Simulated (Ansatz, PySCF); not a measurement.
C4H9OSn, charge +1, singlet, at a GFN2-xTB geometry (such geometries of metal compounds can be far from the true shape) (all electrons, no relativity). Base run: CASSCF(2,3)/STO-3G (PySCF).

The PySCF input:
```python
from pyscf import gto, scf, mcscf
import numpy

mol = gto.Mole()
mol.atom = '''
    Sn    0.576587    0.994045    0.993526
    O    -0.139035   -0.239699   -0.239573
    C    -0.690612   -1.190626   -1.190004
    C     0.358847   -2.273475   -1.399292
    C    -1.964629   -1.751282   -0.573342
    C    -0.975183   -0.424867   -2.474668
    H     0.005344   -3.020149   -2.104153
    H     0.576088   -2.756010   -0.445485
    H     1.273339   -1.821301   -1.785328
    H    -1.724666   -2.238924    0.372388
    H    -2.428379   -2.473179   -1.239012
    H    -2.664742   -0.936231   -0.385418
    H    -0.047645    0.009228   -2.850188
    H    -1.684972    0.377212   -2.268150
    H    -1.391985   -1.083827   -3.230555
'''
mol.basis = 'sto-3g'
mol.charge = 1
mol.spin = 0
mol.verbose = 4
mol.build()

mf = scf.RHF(mol)
mf.kernel()
mc = mcscf.CASSCF(mf, 3, 2)
mc.fix_spin_(ss=0.0)
mc.kernel()
occ = numpy.linalg.eigvalsh(mc.fcisolver.make_rdm1(mc.ci, mc.ncas, mc.nelecas))[::-1]
ss = mc.fcisolver.spin_square(mc.ci, mc.ncas, mc.nelecas)[0]
print('natural occupations', occ.round(4), ' <S^2>', round(ss, 4))
```

Programs used: Ansatz (a quantum-chemistry and plane-wave program), PySCF; a row that names a program was run with it.

Each row names what was changed in the base input (with any setting that the change needs).

```json
[
 {"change": "base", "ΔE vs base (mEh)": "0.000", "natural occupations": "1.93 0.04 0.04", "<S^2> of the state": "0.00"},
 {"change": "conv_tol = 1e-5", "ΔE vs base (mEh)": "0.000", "natural occupations": "1.93 0.04 0.04", "<S^2> of the state": "0.00"},
 {"change": "code = ansatz", "ΔE vs base (mEh)": "0.031", "natural occupations": "-", "<S^2> of the state": "-"},
 {"change": "active space = 8 electrons, 8 orbitals", "ΔE vs base (mEh)": "-89.702", "natural occupations": "1.97 1.94 1.92 1.92 0.11 0.11 0.03 0.02", "<S^2> of the state": "0.00"},
 {"change": "correction = SC-NEVPT2", "ΔE vs base (mEh)": "-286.2", "natural occupations": "1.93 0.04 0.04", "<S^2> of the state": "0.00"},
 {"change": "fix_spin_ = off", "ΔE vs base (mEh)": "0.000", "natural occupations": "1.93 0.04 0.04", "<S^2> of the state": "0.00"},
 {"change": "state_average = 2 states", "ΔE vs base (mEh)": "7.289", "natural occupations": "-", "<S^2> of the state": "-"},
 {"change": "active space = 6 electrons, 7 orbitals", "ΔE vs base (mEh)": "-64.833", "natural occupations": "1.97 1.91 1.91 0.09 0.09 0.03 0.01", "<S^2> of the state": "0.00"},
 {"change": "solver = newton", "ΔE vs base (mEh)": "0.000", "natural occupations": "1.93 0.04 0.04", "<S^2> of the state": "0.00"},
 {"change": "active space = 2 electrons, 2 orbitals", "ΔE vs base (mEh)": "3.483", "natural occupations": "1.88 0.12", "<S^2> of the state": "0.00"},
 {"change": "active space = 8 electrons, 9 orbitals", "ΔE vs base (mEh)": "-82.915", "natural occupations": "1.98 1.97 1.91 1.91 0.09 0.08 0.03 0.02 0.01", "<S^2> of the state": "0.00"}
]
```

Active orbitals are taken around the Fermi level unless the row says otherwise; CASSCF can end in different local minima, and two programs can end on different orbitals. State-averaged rows give the lowest state.
